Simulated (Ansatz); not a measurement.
Ideal-gas functions of `[F][Ge]1([SH])[CH2][NH]1` at 800 K and 1 bar, from an Ansatz frequency run at PBE0-D4/def2-TZVP.

Molar mass 153.73 g/mol, point group C1 (symmetry number 1), electronic degeneracy 1, moments of inertia 120.023, 220.25, 298.605 u Å². Harmonic wavenumbers (cm⁻¹, unscaled): 114, 133, 153, 198, 226, 418, 564, 594, 685, 716, 758, 767, 973, 998, 1088, 1246, 1456, 2704, 3104, 3190, 3577.

Use S(trans) = R[1.5 ln M + 2.5 ln T − 1.1517]; rotational temperatures θ = 24.2544 K / I; S(rot) = R[ln(√π/σ · √(T³/θAθBθC)) + 1.5]; for each mode x = 1.438777 ν̃/T, S = R[x/(eˣ − 1) − ln(1 − e⁻ˣ)] and H = RT x/(eˣ − 1); 1 cm⁻¹ = 0.0119627 kJ/mol; R = 8.31446 J/(mol·K).

Q: By hand: the entropy, in J/(mol·K).

A: Translation 192.2. Rotation: θ = 0.2021, 0.1101, 0.0812 K, giving 126.9. Vibration, mode by mode: 21.50, 20.23, 19.07, 16.94, 15.86, 10.88, 8.54, 8.15, 7.09, 6.76, 6.35, 6.27, 4.65, 4.48, 3.94, 3.15, 2.34, 0.38, 0.21, 0.18, 0.10, in all 167.1. Electronic 0.0. Sum 486.2 J/(mol·K).

Q: By hand: H − E and G − E in kJ/mol, counted from the electronic energy.

A: Zero-point energy ½ × 23662 × 0.0119627 = 141.5; thermal vibration 64.1; translation, rotation and pV give 4 RT = 26.6. H − E = 232.2 kJ/mol, and G − E = 232.2 − 800 × 486.2/1000 = -156.8 kJ/mol.

Vibration gives 34 % of the entropy, 41.7 J/(mol·K) of it from the modes under 150 cm⁻¹: soft modes count most, and the harmonic formula is weakest for them. The sum counts one conformer and one mirror image; others add a mixing term.
